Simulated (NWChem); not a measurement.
## Total energies of ammonia borane (H6BN)

```xyz
8

B      0.9250    -0.0703     0.0000
N     -0.7241     0.0551     0.0000
H      1.3318     1.0825     0.0000
H      1.1975    -0.6830    -1.0223
H      1.1975    -0.6830     1.0223
H     -1.0582     0.5584     0.8253
H     -1.1666    -0.8671     0.0000
H     -1.0582     0.5584    -0.8253
```
Charge 0, spin multiplicity 1.

Everything below was run with NWChem. Structure: optimised with B3LYP/def2-SVP, a minimum by its harmonic frequencies.

Basis set: cc-pVDZ (58 functions).

```json
[
 {"method": "RHF", "total energy (Ha)": "-82.62360"},
 {"method": "MP2", "total energy (Ha)": "-82.92230"},
 {"method": "B2PLYP", "total energy (Ha)": "-83.10860"},
 {"method": "PBE", "total energy (Ha)": "-83.08184"},
 {"method": "B3LYP", "total energy (Ha)": "-83.21885"},
 {"method": "CAM-B3LYP", "total energy (Ha)": "-83.15925"},
 {"method": "CCSD(T)", "total energy (Ha)": "-82.96633"}
]
```

Total energies of different functionals aren't comparable as a measure of quality: only differences taken within one method are. 

The correlated methods keep 2 core orbitals frozen. B3LYP has NWChem's definition, with VWN1-RPA local correlation. No row is a measurement; the coupled-cluster row has its own basis-set and correlation limits.
